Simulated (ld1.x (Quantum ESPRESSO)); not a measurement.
# Transferability test, PAW potential for tin (Sn)

```
Element                 : Sn
Generator               : ld1.x (Quantum ESPRESSO) 7.5
Type                    : PAW
Functional              : LDA (PZ)
Relativity              : fully relativistic
Frozen core             : [Ar] 3d10
Valence charge          : 22
Reference configuration : 4s2 4p6 4d10 5s2 5p2
Partial waves           : 4s (bound): rcut 1.15, rcutus 1.50 bohr; 5s (bound): rcut 1.15, rcutus 1.50 bohr; 4p (bound): rcut 1.20, rcutus 1.30 bohr; 5p (bound): rcut 1.20, rcutus 1.30 bohr; 4d (bound): rcut 1.25, rcutus 1.35 bohr; 4d channel at 0.95 Ry: rcut 1.25, rcutus 1.35 bohr
Local potential         : all-electron potential smoothed inside 1.20 bohr (lloc = -1)
Core correction         : Bessel-smoothed model core, default radius (core density twice the valence density)
Augmentation charge     : PSQ, inside the norm-conserving radii
```

Open shells are filled in proportion to 2j + 1 (rel_dist='average').

Energies are relative to the spin-unpolarised reference configuration 4s2 4p6 4d10 5s2 5p2; without spin polarisation the order of configurations can differ from experiment.

Problem. Give the all-electron excitation energy and the error of the potential for: 4s2 4p6 4d10 5s2 5p1; 4s2 4p6 4d10 5s2 5p0; 4s2 4p6 4d10 5s1 5p0; 4s2 4p6 4d10 5s1 5p2; 4s2 4p6 4d9 5s2 5p3; 4s2 4p6 4d10 5s2 5p2.3; 4s2 4p6 4d9 5s2 5p2.

Solution.

| valence configuration | charge | ΔE all-electron (eV) | error AE − PS (meV) |
| --- | --- | --- | --- |
| 4s2 4p6 4d10 5s2 5p1 | +1 | 7.112 | +0.2 |
| 4s2 4p6 4d10 5s2 5p0 | +2 | 21.395 | +1.4 |
| 4s2 4p6 4d10 5s1 5p0 | +3 | 52.844 | +0.4 |
| 4s2 4p6 4d10 5s1 5p2 | +1 | 14.826 | +0.1 |
| 4s2 4p6 4d9 5s2 5p3 | 0 | 24.317 | +6.9 |
| 4s2 4p6 4d10 5s2 5p2.3 | -0.3 | -0.903 | +0.1 |
| 4s2 4p6 4d9 5s2 5p2 | +1 | 32.751 | +4.5 |

Levels in the configuration 4s2 4p6 4d9 5s2 5p2:

```
   level  all-electron (eV)  pseudo (eV)
4s j=1/2           -148.822     -148.807
4p j=1/2           -109.874     -109.861
4p j=3/2           -102.100     -102.091
4d j=3/2            -40.671      -40.660
4d j=5/2            -39.562      -39.552
5s j=1/2            -20.446      -20.445
5p j=1/2            -12.558      -12.562
5p j=3/2            -11.845      -11.848
```

The ghost test of this file was not conclusive.
